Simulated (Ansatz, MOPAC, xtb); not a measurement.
Diatomic TeF, multiplicity 2 (lowest of 2S+1 = 2, 4 at CCSD(T)/def2-TZVPP on PBE0 minima; our sources give no spin for the ground state, which may be another). No spin–orbit coupling.

Constants: fifth-degree fit in 1/R to seven points, most abundant isotopes. In def2 and cc sets the state is the lowest found near the PBE0 minimum, followed along R.

The values were computed with Ansatz (Gaussian basis) for Hartree–Fock, density functionals and correlated methods; MOPAC for AM1, PM3, PM6, PM7 (differences of heats of formation); xtb for the GFN methods. Each number belongs to the level named beside it. In def2 rows elements past Kr take small-core potentials, without spin–orbit coupling. The GFN methods have no spin term and hold the electronic entropy of 300 K.

```tsv
level	r_e (Å)	ω_e (cm⁻¹)	ω_e x_e (cm⁻¹)	α_e (cm⁻¹)	dipole (D)
AM1	1.837	1069	7.4	0.0011	-
PM3	1.882	701	3.4	0.00092	-
PM6	1.923	535	1.6	0.00054	-
PM7	1.840	807	3.7	0.0016	-
GFN1-xTB	1.960	555	1.2	0.0011	-
GFN2-xTB	1.983	492	0.93	0.0010	-
SVWN5/def2-TZVPP	1.906	628	2.7	0.0017	1.93
PBE/def2-TZVPP	1.935	593	2.7	0.0017	2.01
r2SCAN/def2-TZVPP	1.912	621	2.8	0.0017	1.99
B97M-V/def2-TZVPP	1.904	627	2.9	0.0018	1.99
B3LYP/def2-TZVPP	1.922	611	2.7	0.0017	2.21
PBE0/def2-TZVPP	1.904	633	2.7	0.0017	2.09
BHLYP/def2-TZVPP	1.893	651	2.7	0.0017	2.29
CAM-B3LYP/def2-TZVPP	1.907	635	2.6	0.0017	2.24
wB97X-V/def2-TZVPP	1.904	642	2.6	0.0017	2.17
wB97M-V/def2-TZVPP	1.907	637	2.6	0.0017	2.21
B2PLYP/def2-TZVPP	1.916	618	2.8	0.0017	-
CCSD/def2-TZVPP	1.898	644	2.8	0.0017	-
CCSD/def2-QZVPP	1.892	650	2.6	0.0017	-
CCSD(T)/def2-TZVPP	1.906	629	3.0	0.0018	-
CCSD(T)/def2-QZVPP	1.900	634	2.7	0.0017	-
CCSD(T)/CBS(def2-TZVPP, def2-QZVPP)	1.898	637	2.7	0.0017	-
```

Correlated levels freeze the inner cores; with def2 sets outer-core shells near the valence are correlated too. CBS(a, b) extrapolates the correlation energy as X⁻³ and adds the Hartree–Fock energy of set b. The state reached by AM1, PM3, PM6, PM7 isn't checked; PM7 holds dispersion and hydrogen-bond terms.

Doubts at one or more of the structures used: a spin-contaminated determinant (PM3).

Ansatz is a program for electronic structure.
